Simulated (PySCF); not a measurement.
Ge(H)4 cation (GeH4), SMILES [GeH4] (connectivity only; charge and spin as stated), charge +1, multiplicity 2.

The structure is a stationary point at B3LYP-D3(BJ)/def2-TZVPD. The geometry has at least one imaginary mode, so it is a saddle point at that level. The spin state was assumed, not searched. The isomer is the one that the SMILES or the coordinates give; other isomers of the formula were not compared.

Level of theory: PBE/def2-TZVPD run with PySCF.

Gas-phase values at a fixed geometry.

### Question
Estimate the frontier levels, dipole moment and polarisability. (Estimate from the structure and the level; the computed values follow.)

### Answer

The α spin, highest occupied and lowest empty level is -14.80 and -8.55 eV and the β spin, highest occupied and lowest empty level comes out as -15.88 and -13.83 eV. The dipole moment about the centre of nuclear charge comes out as 0.00 D and the mean static polarisability is 32.6 bohr³ (4.84 Å³). The polarisability, principal values is 23.8, 37.1, 37.1 bohr³. The ⟨S²⟩ comes out as 0.753 (pure state 0.75).
